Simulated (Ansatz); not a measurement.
Cartesian coordinates in Å:
```
N 0.419 1.816 2.283
C 0.121 1.084 1.448
Ge -0.349 -0.120 0.062
F -1.939 -0.666 0.343
C 0.806 -1.622 0.063
N 1.517 -2.526 0.062
C -0.307 0.752 -1.621
N -0.269 1.283 -2.640
```

The species carries charge 0 and has multiplicity 1.

Problem. List the ωB97M-V/def2-TZVPP orbital energies in eV (Ansatz). (An estimate is asked.)

Solution. Computed: Occupied: -10870.65, -1366.34, -1214.08, -1214.08, -1214.07, -678.91, -396.58, -396.57, -396.57, -283.76, -283.76, -283.76, -178.24, -127.50, -127.48, -127.48, -40.68, -40.31, -40.31, -40.23, -40.23, -36.74, -29.70, -29.62, -29.62, -22.97, -18.52, -18.52, -17.50, -15.92, -15.92, -14.63, -14.35, -14.35, -13.99, -13.84, -13.84, -13.67, -13.67, -13.63. Lowest empty: -1.12, 0.02, 0.02, 1.30, 1.65, 1.65, 2.81, 2.95.
